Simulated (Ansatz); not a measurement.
```yaml
crystal:
  periodic: [false, false, false]
  atoms:
    - {symbol: O, position_ang: [-0.328824, 0.712936, 1.190581]}
    - {symbol: Si, position_ang: [0.389475, -0.098765, -0.023963]}
    - {symbol: F, position_ang: [1.916507, -0.343860, 0.355059]}
    - {symbol: S, position_ang: [0.525551, 0.938869, -1.862068]}
    - {symbol: S, position_ang: [-0.686998, -1.893677, -0.263245]}
    - {symbol: H, position_ang: [0.077493, 1.536179, 1.471785]}
    - {symbol: H, position_ang: [-0.809184, 1.057079, -1.969168]}
    - {symbol: H, position_ang: [-0.991920, -1.965959, 1.045116]}
basis:
  gaussian: {orbitals: STO-3G, fitting: {mean_field: def2-universal-jkfit}}
hamiltonian: {xc: {name: wB97}}
kpoints: {mp_grid: {grid: [2, 2, 2]}}
```

```sh
$ ansatz run in.yaml --threads 4 --pin off --events-out ev --progress --plain --max-ram 10444MiB
```

Shortened log:

```
Error: invalid value for `basis.gaussian`: such a run doesn't read kpoints; remove what it names
```

Problem. What is wrong with this run?

Solution. The input holds a key that doesn't belong there. The input was rejected before any iteration.
